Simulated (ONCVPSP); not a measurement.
Plane-wave convergence, ONCV potential for Zr

zirconium, optimised norm-conserving Vanderbilt (ONCV), made with ONCVPSP 4.0.1 (LDA (Perdew-Wang 92), scalar-relativistic). Core [Ar] 3d10, reference 4s2 4p6 4d2.5 5s1.5. Waves: 4s+5s: rc 2.05 bohr, ncon 5, nbas 8, qcut 6.5 1/bohr, 3 projectors, debl 0.6 Ha; 4p: rc 1.40 bohr, ncon 5, nbas 9, qcut 4.8 1/bohr, 2 projectors, debl 3.6 Ha; 4d: rc 2.35 bohr, ncon 4, nbas 8, qcut 6.1 1/bohr, 3 projectors, debl 1.4 Ha; f scattering state at 0.08 Ha: rc 2.30 bohr, ncon 3, nbas 6, qcut 4.3 1/bohr, 1 projector. Local part: polynomial inside 0.90 bohr (lpopt 5, dvloc0 0 Ha). Core correction: none.

Problem. For each optimised wave give the share of its norm inside rc, the residual kinetic energy above qcut (Ha) and the cutoffs (Ha) for errors of 10, 1, 0.1 and 0.01 mHa per electron.

Solution.

| wave | norm inside rc | residual KE | 10 mHa | 1 mHa | 0.1 mHa | 0.01 mHa |
| --- | --- | --- | --- | --- | --- | --- |
| 4s | 0.960 | 9.5e-06 | 11.7 | 15.6 | 18.5 | 21.1 |
| 5s | 0.068 | 5.0e-06 | 8.0 | 13.6 | 17.4 | 20.3 |
| s projector 3 | 0.086 | 9.9e-06 | 9.3 | 14.7 | 18.3 | 21.2 |
| 4p | 0.574 | 1.2e-02 | 13.3 | 102.1 | 129.3 | 143.3 |
| p projector 2 | 0.072 | 7.4e-03 | 9.3 | 33.9 | 103.5 | 168.2 |
| 4d | 0.582 | 1.3e-06 | 9.4 | 12.6 | 15.1 | 16.9 |
| d projector 2 | 0.140 | 1.0e-05 | 10.5 | 13.8 | 16.3 | 19.6 |
| d projector 3 | 0.167 | 6.5e-05 | 12.4 | 15.5 | 18.3 | 25.2 |
| f projector 1 | 0.000 | 6.6e-07 | 0.2 | 0.5 | 2.1 | 5.6 |

The occupied waves need 102 Ha and 129 Ha for 1 and 0.1 mHa. Rows with under 1 % of the norm inside rc give no meaningful cutoff. Note: no bound ghost flagged; GHOST(+) flagged for f at 36.2 eV, s at 133.3 eV.
